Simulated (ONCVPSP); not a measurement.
**An all-electron radial function and its pseudo partner (Pr (Z = 59))**

Columns: radius, all-electron u(r) and pseudo u(r) of the 5s shell (level -45.07 eV) of praseodymium in the configuration [Kr] 4d10 4f3 5s2 5p6 6s1; LDA (Perdew-Zunger), scalar-relativistic, ONCV scheme, ONCVPSP 4.0.1.

```csv
r (bohr),all-electron,pseudo
0.160,0.2593,0.1734
0.320,-0.0552,0.3389
0.480,-0.5171,0.4889
0.640,-0.2883,0.6169
0.800,0.1934,0.7175
0.960,0.6058,0.7871
1.120,0.8558,0.8242
1.280,0.9573,0.8296
1.440,0.9536,0.8062
1.600,0.8866,0.7588
1.760,0.7880,0.6935
1.920,0.6788,0.6168
2.080,0.5715,0.5350
2.240,0.4729,0.4539
2.400,0.3863,0.3775
2.560,0.3122,0.3088
2.720,0.2503,0.2492
2.880,0.1993,0.1990
3.040,0.1578,0.1577
3.200,0.1243,0.1243
3.360,0.0976,0.0976
3.520,0.0764,0.0764
3.680,0.0596,0.0596
3.840,0.0464,0.0463
4.000,0.0360,0.0360
4.160,0.0279,0.0279
```

(1) How many radial nodes do the two functions have?

(2) At about which radius was the pseudo-wave matched?

(3) Is the pseudo-wave norm-conserving?

Answers

(1) The all-electron 5s function has n − l − 1 = 4 (the table is too coarse to show those close to the nucleus); the pseudo-wave has 0, since the states of the same l below it are removed with the core.

(2) 3.20 bohr. The columns agree to 0.0005 from 2.88 bohr on; several derivatives are matched, so the curves merge somewhat inside the radius.

(3) Yes: the ONCV scheme keeps the norm inside the radius equal to the all-electron one, which fixes the energy derivative of the logarithmic derivative at the level.
